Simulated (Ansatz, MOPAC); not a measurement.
System: SnBr, charge 0, multiplicity 2. SMILES: [Br][Sn]
Geometry: optimised at B3LYP-D3(BJ)/def2-TZVP (Ansatz, a first-principles code).

Wanted: vertical electron affinity to the triplet, in eV. Terms: each state is the SCF solution reached for its charge and spin; UHF or UKS for open shells; spin-orbit terms left out; STO-3G and 3-21G all-electron and non-relativistic; def2 sets with scalar-relativistic core potentials past Kr. Ab initio and DFT rows: single points at B3LYP-D3(BJ) geometries (Ansatz). Semi-empirical rows: differences of heats of formation at the shared geometry for vertical values. The spin state of an ion or metal species was assumed, not searched.

```tsv
species	coefficient	E at B3LYP/STO-3G (Ansatz), Eh	E at PBE/def2-TZVPD (Ansatz), Eh	heat of formation at PM3 (MOPAC), kcal/mol
charge -1, triplet	-1	-8511.16805	-2788.15758	-48.84
charge 0, doublet	+1	-8511.28632	-2788.10708	16.49
```

 1 Eh = 27.2114 eV and 1 eV = 23.0605 kcal/mol.

Compute it at each level from the table.


- B3LYP/STO-3G: the sum of coefficient times E is -0.11827 Eh, or -3.218 eV. Result: -3.22 eV.
- PBE/def2-TZVPD: the sum of coefficient times E is 0.05050 Eh, or 1.374 eV. Result: 1.37 eV.
- PM3: the sum of coefficient times heat of formation is 65.33 kcal/mol, or 2.83 eV.
